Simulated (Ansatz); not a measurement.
Born–Oppenheimer molecular dynamics of C4H11Al (16 atoms, charge 0, multiplicity 1). It starts from a relaxed structure.

The calculation used Ansatz, UKS PBE0-D4/STO-3G.

| Property | Result |
| --- | --- |
| ensemble | NVE (velocity Verlet) |
| time step | 0.5 fs |
| steps asked | 129 |
| starting velocities drawn for | 2000 K |
| seed | 3225 |

First frame:

```xyz
16
Properties=species:S:1:pos:R:3
C -0.141 -1.336 1.501
C 0.716 -0.641 0.416
C -0.157 0.067 -0.658
C 0.756 0.795 -1.676
Al -1.402 1.254 0.207
H -0.808 -2.083 1.052
H 0.490 -1.841 2.243
H -0.764 -0.605 2.040
H 1.374 -1.392 -0.050
H 1.375 0.095 0.904
H -0.697 -0.721 -1.206
H 0.171 1.247 -2.490
H 1.333 1.597 -1.194
H 1.478 0.105 -2.136
H -0.868 2.342 1.091
H -2.880 1.096 -0.001
```

(1) How far do the bonds stretch over the last three quarters of this one trajectory? (Pairs bonded in most of those frames.)

Results:

(1) 
```csv
bond,mean (Å),spread (Å),shortest,longest
C1–C2,1.572,0.031,1.53,1.64
C1–H6,1.108,0.050,1.02,1.20
C1–H7,1.110,0.045,1.04,1.20
C1–H8,1.108,0.041,1.03,1.18
C2–C3,1.588,0.047,1.49,1.65
C2–H9,1.109,0.047,1.04,1.19
C2–H10,1.104,0.029,1.05,1.15
C3–C4,1.569,0.051,1.49,1.65
C3–Al5,1.959,0.020,1.93,1.99
C3–H11,1.103,0.014,1.08,1.13
C4–H12,1.112,0.060,1.02,1.20
C4–H13,1.101,0.014,1.08,1.13
C4–H14,1.104,0.042,1.04,1.17
Al5–H15,1.527,0.096,1.37,1.66
Al5–H16,1.517,0.024,1.47,1.57
```

Mean temperature of the second half: 1048 K. The conserved energy stayed within 1.1 meV per atom of its start (net change 0.88 meV per atom), so the integration is sound. The temperature averaged 0.52 of the 2000 K drawn at the start: a run that starts near a minimum puts about half its kinetic energy into the potential. A run of 0.065 ps of so small a system gives no equilibrium averages. Limits of this set-up: minimal basis.

Run time: 11 min on 1 CPU thread of a shared host.
